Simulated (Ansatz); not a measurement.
Calculated with Ansatz (gas phase, PBE0-D4/def2-TZVP geometries, no zero-point term in ΔE). CCSD(T)/CBS is the MP2 limit (def2-TZVPP, def2-QZVPP) plus CCSD(T) − MP2 in def2-TZVPP, frozen cores. This one scheme is used for every species. DFT in def2-TZVPP. One conformer a species, not always the lowest.

`CO[SiH](C)O[Si](O)(O)O` + H₂ → `CO[SiH2]C` + orthosilicic acid  (hydrogenolysis of the Si–O bond)

```csv
level,ΔE (kJ/mol)
revPBE-D4,111.5
SCS-MP2/def2-QZVPP,118.5
```

Q: What does CCSD(T)/CBS give? (An estimate is asked.)

A: Computed: +117.9 kJ/mol. The listed levels differ from it by -6.4, 0.6 kJ/mol.

Largest T1 diagnostic among the species: 0.011.

At CCSD(T), def2-SVP lies −12.9 kJ/mol from the extrapolated value and def2-TZVPP −1.9 kJ/mol. The D4 term adds +16.6 kJ/mol with B3LYP and +10.1 kJ/mol with PBE0; it sums over pairs of atoms, weighted by their polarisabilities, and B3LYP, whose exchange is more repulsive, gets the larger term. From BLYP to BHLYP (50 % exact exchange), in def2-TZVPP and without D4, ΔE moves by +9.4 kJ/mol.

B3LYP here is the variant with VWN-RPA as its local correlation; programs differ in this.
